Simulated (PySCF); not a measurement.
Co (cobalt, neutral) across methods

[Ar] 3d6 4s2 5s1, high-spin 6D determinant (an excited configuration). All numbers are calculated (PySCF 2.14, the non-relativistic Hamiltonian (point nucleus), in aug-cc-pVDZ (7s6p4d2f, 59 functions)). The B2PLYP total includes its PT2 part (frozen core); its orbital energies are those of the SCF part.

```tsv
method	E (hartree)	mean ε 4s α (eV)	mean ε 4s β (eV)	mean ε 5s α (eV)	Σ⟨r²⟩ (bohr²)	⟨S²⟩
PBE	-1382.082	-10.867	-9.923	-1.771	93.85	8.753
LDA	-1379.742	-11.083	-10.167	-1.742	91.68	8.753
UHF	-1381.10335	-13.642	-12.438	-2.560	100.4	8.757
r2SCAN	-1382.313	-10.991	-10.151	-1.750	93.50	8.758
PBE0	-1382.122	-11.748	-10.782	-2.048	95.27	8.754
B3LYP	-1382.390	-11.575	-10.789	-1.896	93.46	8.753
PBEsol	-1380.854	-10.891	-9.951	-1.756	93.46	8.754
```

Estimate the same row for B2PLYP.

E (hartree) = -1382.073; mean ε 4s α (eV) = -12.426; mean ε 4s β (eV) = -11.526; mean ε 5s α (eV) = -2.120; Σ⟨r²⟩ (bohr²) = 96.31; ⟨S²⟩ = 8.754.

The outer electron is Rydberg-like, and this basis confines it to a smaller radius and binds it less than a complete one would.
